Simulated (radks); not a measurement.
Problem. Calculated with a radial shooting solver on a logarithmic mesh with Libxc functionals: non-relativistic Kohn-Sham, LB94 model potential, spin-polarised, spherical densities, point nucleus. Response by self-consistent Sternheimer equations with the Hartree and adiabatic LDA kernel. Rank Mg2+, Al3+, P5+, Ne, Ar8+, Si4+, S6+, Cl7+ (NIST ground configurations) by static dipole polarisability, largest first.

Solution. Ne 2.591, Mg2+ 0.4979, Al3+ 0.2790, Si4+ 0.1703, P5+ 0.1105, S6+ 0.07513, Cl7+ 0.05301, Ar8+ 0.03854 bohr^3.
